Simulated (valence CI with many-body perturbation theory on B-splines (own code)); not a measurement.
Ba³⁴⁺: E2, M1 decay

Calculated by valence CI with perturbative core correlation (CI+MBPT): four valence electrons over a frozen Dirac-Fock core [Ar], radial functions for each j: 7 s, 7 p, 8 d, 6 f, 4 g, 1 h, with the one-electron correlation potential Σ1, the two-electron term Σ2, the three-electron term Σ3, Breit, model QED; selected CI, second order for the rest, scaled by the run's own slope (own B-spline code, finite nucleus).

The last digits are not significant, and no measured levels were compared; by estimate large intervals hold to a few tenths of a per cent, small ones and those within an open d or f shell to about a per cent. Only levels of the ground parity were solved; by the run's estimate the other parity begins above the list, which can be wrong where configurations are misplaced.

Lines 1 to 50 of 120 in falling wavelength, among levels below 915970 cm⁻¹, chosen from the decays that carry over 1 % of a level's rate. Wavelengths and rates use the calculated energies. Electric multipoles are in the length gauge, E1 and E2 with the static RPA response of the core. S is in atomic units (e²a₀⁴ for E2 and M2, e²a₀⁶ for E3), for M1 in squared Bohr magnetons. Weak lines are less certain than strong ones. Lines between different terms over intervals too small for the method are left out, as are lines whose strength nearly cancels. The highest levels of a list are the least certain.

Levels are named by their leading jj configuration (3d3/2^4 stands for four electrons in 3d with j = 3/2), which in mixed levels can hold well under half, so a name can repeat and another be missing. Letters in brackets count levels of one name in rising energy.

| λ vac (Å) | Upper | Lower | Type | A (s⁻¹) | S (a.u.) |
| --- | --- | --- | --- | --- | --- |
| 8906 | (3d3/2^3 3d5/2) J=3 | (3d3/2^3 3d5/2) J=4 | M1 | 2.02e+01 | 3.71e+00 |
| 7110 | (3d3/2^3 3d5/2) J=4 | (3d3/2^3 3d5/2) J=2 | E2 | 3.38e-06 | 4.94e-04 |
| 6031 | (3d3/2^2 3d5/2^2) J=6 | (3d3/2^2 3d5/2^2) J=5 | M1 | 4.18e+01 | 4.42e+00 |
| 3954 | (3d3/2^3 3d5/2) J=3 | (3d3/2^3 3d5/2) J=2 | M1 | 4.36e+02 | 7.00e+00 |
| 2732 | (3d3/2^2 3d5/2^2) J=2 [b] | (3d3/2^2 3d5/2^2) J=1 | M1 | 4.94e+02 | 1.87e+00 |
| 2529 | (3d3/2^2 3d5/2^2) J=5 | (3d3/2^2 3d5/2^2) J=4 [a] | M1 | 6.59e+02 | 4.35e+00 |
| 2464 | (3d3/2^2 3d5/2^2) J=4 [b] | (3d3/2^2 3d5/2^2) J=5 | M1 | 1.51e+02 | 7.53e-01 |
| 1800 | (3d3/2^3 3d5/2) J=2 | (3d3/2^3 3d5/2) J=1 | M1 | 5.77e+03 | 6.24e+00 |
| 1602 | (3d3/2^2 3d5/2^2) J=4 [b] | (3d3/2^2 3d5/2^2) J=3 [a] | M1 | 2.47e+03 | 3.39e+00 |
| 1547 | (3d3/2^2 3d5/2^2) J=1 | (3d3/2^2 3d5/2^2) J=0 [a] | M1 | 4.08e+03 | 1.68e+00 |
| 1411 | (3d3/2^2 3d5/2^2) J=3 [b] | (3d3/2^2 3d5/2^2) J=3 [a] | M1 | 5.58e+02 | 4.07e-01 |
| 1366 | (3d3/2^2 3d5/2^2) J=2 [b] | (3d3/2^2 3d5/2^2) J=2 [a] | M1 | 2.47e+03 | 1.17e+00 |
| 1273 | (3d3/2^2 3d5/2^2) J=2 [d] | (3d3/2^2 3d5/2^2) J=2 [c] | M1 | 6.77e+02 | 2.59e-01 |
| 1255 | (3d3/2 3d5/2^3) J=3 [c] | (3d3/2 3d5/2^3) J=2 [a] | M1 | 5.16e+03 | 2.65e+00 |
| 1248 | (3d3/2^2 3d5/2^2) J=4 [b] | (3d3/2^2 3d5/2^2) J=4 [a] | M1 | 6.29e+02 | 4.08e-01 |
| 1136 | (3d3/2 3d5/2^3) J=3 [b] | (3d3/2 3d5/2^3) J=3 [a] | M1 | 3.15e+03 | 1.20e+00 |
| 1129 | (3d3/2^2 3d5/2^2) J=3 [b] | (3d3/2^2 3d5/2^2) J=4 [a] | M1 | 5.34e+02 | 1.99e-01 |
| 1111 | (3d3/2^2 3d5/2^2) J=4 [a] | (3d3/2^3 3d5/2) J=3 | M1 | 5.02e+03 | 2.30e+00 |
| 1073 | (3d3/2 3d5/2^3) J=3 [a] | (3d3/2^2 3d5/2^2) J=4 [b] | M1 | 3.50e+03 | 1.12e+00 |
| 1014 | (3d3/2^2 3d5/2^2) J=2 [c] | (3d3/2^2 3d5/2^2) J=1 | M1 | 1.60e+03 | 3.10e-01 |
| 987.8 | (3d3/2^2 3d5/2^2) J=4 [a] | (3d3/2^3 3d5/2) J=4 | M1 | 3.10e+04 | 9.97e+00 |
| 987.6 | (3d3/2 3d5/2^3) J=1 [b] | (3d3/2 3d5/2^3) J=0 | M1 | 3.41e+03 | 3.65e-01 |
| 974.9 | (3d3/2 3d5/2^3) J=4 [a] | (3d3/2^2 3d5/2^2) J=5 | M1 | 4.14e+03 | 1.28e+00 |
| 972.1 | (3d3/2^3 3d5/2) J=1 | (3d3/2^4) J=0 | M1 | 3.27e+04 | 3.34e+00 |
| 935.1 | (3d3/2 3d5/2^3) J=2 [a] | (3d3/2^2 3d5/2^2) J=2 [c] | M1 | 1.26e+04 | 1.91e+00 |
| 928.5 | (3d3/2^2 3d5/2^2) J=3 [a] | (3d3/2^3 3d5/2) J=3 | M1 | 2.50e+04 | 5.19e+00 |
| 897.3 | (3d3/2 3d5/2^3) J=3 [b] | (3d3/2^2 3d5/2^2) J=2 [c] | M1 | 1.48e+03 | 2.77e-01 |
| 888.0 | (3d3/2 3d5/2^3) J=1 [b] | (3d3/2^2 3d5/2^2) J=2 [d] | M1 | 2.10e+04 | 1.63e+00 |
| 879.5 | (3d3/2 3d5/2^3) J=1 [a] | (3d3/2^2 3d5/2^2) J=2 [b] | M1 | 9.38e+03 | 7.10e-01 |
| 847.9 | (3d3/2^2 3d5/2^2) J=4 [c] | (3d3/2^2 3d5/2^2) J=3 [b] | M1 | 1.96e+03 | 3.98e-01 |
| 844.0 | (3d3/2 3d5/2^3) J=5 | (3d3/2^2 3d5/2^2) J=4 [b] | M1 | 2.03e+04 | 4.97e+00 |
| 840.8 | (3d3/2^2 3d5/2^2) J=3 [a] | (3d3/2^3 3d5/2) J=4 | M1 | 4.80e+02 | 7.41e-02 |
| 803.7 | (3d3/2 3d5/2^3) J=4 [a] | (3d3/2^2 3d5/2^2) J=3 [a] | M1 | 7.95e+03 | 1.38e+00 |
| 791.2 | (3d3/2^2 3d5/2^2) J=4 [c] | (3d3/2^2 3d5/2^2) J=4 [b] | M1 | 9.39e+02 | 1.55e-01 |
| 769.1 | (3d3/2^2 3d5/2^2) J=2 [a] | (3d3/2^3 3d5/2) J=2 | M1 | 2.02e+04 | 1.71e+00 |
| 768.8 | (3d3/2 3d5/2^3) J=3 [c] | (3d3/2^2 3d5/2^2) J=4 [c] | M1 | 1.97e+04 | 2.33e+00 |
| 751.9 | (3d3/2^2 3d5/2^2) J=3 [a] | (3d3/2^3 3d5/2) J=2 | M1 | 2.00e+04 | 2.20e+00 |
| 739.6 | (3d3/2^2 3d5/2^2) J=2 [c] | (3d3/2^2 3d5/2^2) J=2 [a] | M1 | 7.36e+03 | 5.52e-01 |
| 716.9 | (3d3/2 3d5/2^3) J=1 [b] | (3d3/2 3d5/2^3) J=1 [a] | M1 | 4.45e+03 | 1.82e-01 |
| 714.7 | (3d3/2^2 3d5/2^2) J=2 [d] | (3d3/2^2 3d5/2^2) J=3 [b] | M1 | 1.04e+04 | 7.04e-01 |
| 711.4 | (3d3/2^2 3d5/2^2) J=2 [d] | (3d3/2^2 3d5/2^2) J=2 [b] | M1 | 1.12e+04 | 7.49e-01 |
| 710.4 | (3d3/2^2 3d5/2^2) J=5 | (3d3/2^3 3d5/2) J=4 | M1 | 2.14e+04 | 3.13e+00 |
| 703.6 | (3d3/2 3d5/2^3) J=4 [a] | (3d3/2^2 3d5/2^2) J=4 [a] | M1 | 6.31e+04 | 7.33e+00 |
| 701.8 | (3d3/2 3d5/2^3) J=5 | (3d3/2^2 3d5/2^2) J=6 | M1 | 1.32e+04 | 1.86e+00 |
| 694.0 | (3d3/2 3d5/2^3) J=4 [b] | (3d3/2 3d5/2^3) J=5 | M1 | 2.37e+03 | 2.64e-01 |
| 665.3 | (3d3/2 3d5/2^3) J=1 [a] | (3d3/2^2 3d5/2^2) J=1 | M1 | 3.34e+04 | 1.09e+00 |
| 665.1 | (3d3/2^2 3d5/2^2) J=0 [b] | (3d3/2 3d5/2^3) J=1 [a] | M1 | 1.12e+04 | 1.22e-01 |
| 662.0 | (3d3/2 3d5/2^3) J=6 | (3d3/2^2 3d5/2^2) J=6 | M1 | 2.64e+04 | 3.70e+00 |
| 642.4 | (3d3/2 3d5/2^3) J=3 [a] | (3d3/2^2 3d5/2^2) J=3 [a] | M1 | 5.11e+04 | 3.52e+00 |
| 640.6 | (3d3/2 3d5/2^3) J=2 [b] | (3d3/2 3d5/2^3) J=1 [a] | M1 | 1.23e+04 | 6.01e-01 |
